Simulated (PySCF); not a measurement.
F2H4OSi2. Atoms are numbered in the order given.

```xyz
9

Si     2.0389     0.5650     0.3238
O      0.4757     0.0675     0.6476
Si    -1.0208    -0.3215     0.1523
F     -0.9465    -1.5240    -0.9182
F     -1.6831     0.9283    -0.6202
H      2.0125     1.9057    -0.3219
H      2.6984    -0.4172    -0.5792
H      2.7660     0.6364     1.6174
H     -1.8691    -0.7133     1.2820
```

The structure is a stationary point at B3LYP-D3(BJ)/def2-SVP. A frequency run showed that this geometry is not a minimum. The values are those of a single conformer.

The numbers are results of CAM-B3LYP/def2-TZVP (PySCF), not measurements.

Atomic charges (e):

| atom | meta-Löwdin | Löwdin | Mulliken |
|---|---|---|---|
| Si1 | 0.78 | 0.20 | 0.36 |
| O2 | -0.83 | 0.01 | -0.37 |
| Si3 | 1.50 | -0.05 | 0.80 |
| F4 | -0.50 | 0.01 | -0.31 |
| F5 | -0.50 | 0.01 | -0.31 |
| H6 | -0.11 | -0.04 | -0.04 |
| H7 | -0.11 | -0.04 | -0.04 |
| H8 | -0.11 | -0.04 | -0.04 |
| H9 | -0.12 | -0.04 | -0.04 |

Give the Mayer and Wiberg (Löwdin basis) orders of the bonds. (Estimate from the structure and the level; the computed values follow.)


| bond | Mayer | Wiberg |
|---|---|---|
| Si1–O2 | 1.05 | 1.52 |
| O2–Si3 | 1.21 | 1.65 |
| Si3–F4 | 1.12 | 1.72 |
| Si3–F5 | 1.12 | 1.72 |
| Si1–H6 | 0.96 | 0.97 |
| Si1–H7 | 0.96 | 0.97 |
| Si1–H8 | 0.96 | 0.97 |
| Si3–H9 | 0.97 | 0.93 |
